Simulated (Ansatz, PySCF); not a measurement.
Gas-phase reaction (SMILES): CCN(CC)B(O)O [diethylaminoboronic acid] + 2 B (BH3) + 2 C (CH4) + 2 N (NH3) → BN (BNH4) + 2 BO (H3BO) [borinic acid] + 2 CC (C2H6) + 2 CN (CH5N) [methanamine]; bond separation energy.

Geometries: B3LYP-D3(BJ)/def2-TZVP minima from Ansatz (a program for electronic structure), one conformer each, not searched for the lowest. Cores are frozen in the correlated levels unless marked. Spin-orbit coupling is left out. No relativistic terms. Basis-set limits of correlation are two-point, X^-3; Hartree-Fock from the larger set. The bracket is a focal-point correction in the basis named. Thermal terms are rigid-rotor harmonic-oscillator values from B3LYP-D3(BJ) frequencies (Ansatz or PySCF) at 298.15 K and 1 atm. 1 Eh = 627.5095 kcal/mol.

| species | E, RI-MP2/CBS(cc-pVTZ,cc-pVQZ)+[CCSD(T)-MP2]/cc-pVTZ (Ansatz) (Eh) | E, r2SCAN-D4/def2-TZVPD (Ansatz + dftd4) (Eh) | H - E (Eh) |
|---|---|---|---|
| CCN(CC)B(O)O | -389.42215 | -389.78110 | 0.18513 |
| B (BH3) | -26.55181 | -26.58581 | 0.03008 |
| BN (BNH4) | -81.93343 | -82.01572 | 0.05211 |
| BO (H3BO) | -101.80218 | -101.89002 | 0.03929 |
| C (CH4) | -40.46125 | -40.49957 | 0.04840 |
| CC (C2H6) | -79.71807 | -79.79874 | 0.07887 |
| CN (CH5N) | -95.75026 | -95.83428 | 0.06816 |
| N (NH3) | -56.50668 | -56.54744 | 0.03799 |

Task: Work out ΔE and ΔH at 298.15 K at the first level, then ΔH at the second.

Result: 
1. ΔE = [(-81.93343) + 2×(-101.80218) + 2×(-79.71807) + 2×(-95.75026)] - [(-389.42215) + 2×(-26.55181) + 2×(-40.46125) + 2×(-56.50668)] = -0.01282 Eh = -8.0 kcal/mol at RI-MP2/CBS(cc-pVTZ,cc-pVQZ)+[CCSD(T)-MP2]/cc-pVTZ.
2. The terms H - E add up to 0.00668 Eh, so ΔH = (-0.01282 + (0.00668))×627.5095 = -3.9 kcal/mol.
3. At r2SCAN-D4/def2-TZVPD the same steps give ΔE = -9.5 and ΔH = -5.3 kcal/mol, a shift of -1.4 from the first level.
4. These values are not checked against measurement here, since the tables used lack a sound gas-phase enthalpy of formation for at least one species.
